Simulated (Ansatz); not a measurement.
`C=C(F)[NH][AlH2]`, relaxed with RKS PBE0-D4/def2-TZVP in Ansatz from a PBE-D4/def2-SVP geometry. The force threshold is 0.005 eV/Å; the program also tests the step.

Charge 0, multiplicity 1.

Start:

```xyz
10

C    -1.509   -1.030    0.926
C    -0.477   -0.211    0.631
F     0.045    0.583    1.595
N     0.184   -0.031   -0.567
Al    1.577    1.073   -0.978
H    -1.945   -1.682    0.160
H    -1.917   -1.044    1.944
H    -0.200   -0.626   -1.307
H     2.008    0.935   -2.507
H     2.236    2.032    0.102
```

| step | energy (eV) | largest force (eV/Å) | largest move (Å) |
| --- | --- | --- | --- |
| 1 | -12952.1056 | 0.607 | 0.000 |
| 2 | -12952.1489 | 0.223 | 0.027 |
| 3 | -12952.1529 | 0.038 | 0.012 |
| 4 | -12952.1529 | 0.014 | 0.002 |
| 5 | -12952.1529 | 0.004 | 0.001 |

End:

```xyz
10

C    -1.492   -1.017    0.919
C    -0.476   -0.212    0.621
F     0.043    0.577    1.575
N     0.182   -0.031   -0.564
Al    1.555    1.057   -0.968
H    -1.922   -1.659    0.164
H    -1.892   -1.032    1.921
H    -0.198   -0.619   -1.291
H     1.993    0.930   -2.481
H     2.207    2.007    0.104
```

Run time 13 s (4 threads of an Arm Neoverse V2 on a shared host); peak host memory 0.46 GiB.
